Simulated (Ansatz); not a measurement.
Cartesian coordinates in Å:
```
B 0.184 1.029 -1.207
Si 0.496 -0.166 0.288
N -0.627 -0.489 1.506
Cl 0.091 -1.101 -1.680
H 1.101 1.450 -1.841
H -0.928 1.428 -1.385
H 1.781 -0.773 0.699
H -0.538 -1.264 2.142
H -1.561 -0.114 1.479
```

Total charge 0; spin multiplicity 1.

Question: List the CAM-B3LYP/def2-TZVPP orbital energies in eV (the Gaussian-basis code of Ansatz). (Estimate.)

Answer: Computed: Occupied: -2764.34, -1801.76, -391.71, -259.10, -198.13, -198.06, -198.00, -185.37, -146.27, -101.69, -101.57, -101.50, -26.08, -24.67, -17.32, -16.15, -15.33, -13.35, -12.40, -11.42, -10.97, -10.18, -9.93, -8.96. Lowest empty: 0.62, 1.17, 1.78, 2.35, 2.85, 3.04, 3.45, 3.79.
